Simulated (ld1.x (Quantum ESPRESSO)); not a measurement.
Ranking RRKJ potentials for V (Z = 23)

All share these settings but for the change named:

* Element: V (Z = 23)
* Generator: ld1.x (Quantum ESPRESSO) 7.5
* Type: norm-conserving RRKJ (Kleinman–Bylander form)
* Functional: PBEsol
* Relativity: scalar-relativistic
* Frozen core: [Ar]
* Valence charge: 5
* Reference configuration: 3d3 4s1 4p1
* Partial waves: 4p (bound): rc 3.85 bohr; 3d (bound): rc 1.70 bohr; 4s (bound): rc 3.00 bohr
* Local potential: the s channel
* Core correction: Bessel-smoothed model core inside 1.20 bohr

Cutoff: the first of the cutoffs (Ry, on a coarse ladder) from which the occupation-weighted sum of valence levels, in a spherical-Bessel basis at the reference potential, stays within 10 and 1 mRy of its value at 400 Ry; the density cutoff is not measured.

The base gives 55 Ry.

Of 7 variants that were run, those that failed, showed a ghost or another fault, or gave nearly equal values are left out.

A variant can come out equal or close to the base.

Task: Rank these variants from softest to hardest (loose cutoff).
A. core [Ne], valence charge 13; reference 3s2 3p6 3d3 4s2 4p0; waves now 3p (bound): rc 0.90 bohr; 3d (bound): rc 1.80 bohr; 3s (bound): rc 1.20 bohr; core correction none
B. wave 4p (bound): rc 3.85 bohr becomes 4p (bound): rc 5.10 bohr
C. all radii but the core radius scaled by about 1.29 (s 3.88, p 4.96, d 2.20 bohr)
D. wave 3d (bound): rc 1.70 bohr becomes 3d (bound): rc 2.48 bohr

Result: D (30 Ry), C (35 Ry), B (55 Ry), A (160 Ry).
